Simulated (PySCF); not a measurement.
This script is equivalent to a calculation on O (oxygen, neutral).

```python
from pyscf import gto, scf, dft, mp, cc
import basis_set_exchange as bse
mol = gto.M(atom="O 0 0 0", charge=0, spin=2, symmetry="D2h",
            basis=gto.basis.parse(bse.get_basis("x2c-TZVPPall", elements=["O"], fmt="nwchem")),
            nucmod="G")
mf = dft.UKS(mol, xc="WB97X").sfx2c1e()
mf.irrep_nelec = {'Ag': (2, 2), 'B1u': (1, 0), 'B2u': (1, 1), 'B3u': (1, 0)}
mf.kernel()
```

What total energy does it give?

-75.130 hartree (calculated).

Which occupied shell lies highest, and where?

2p β, at -11.996 eV.

What is ⟨S²⟩, and what would a pure spin state give?

2.005, against 2.00.
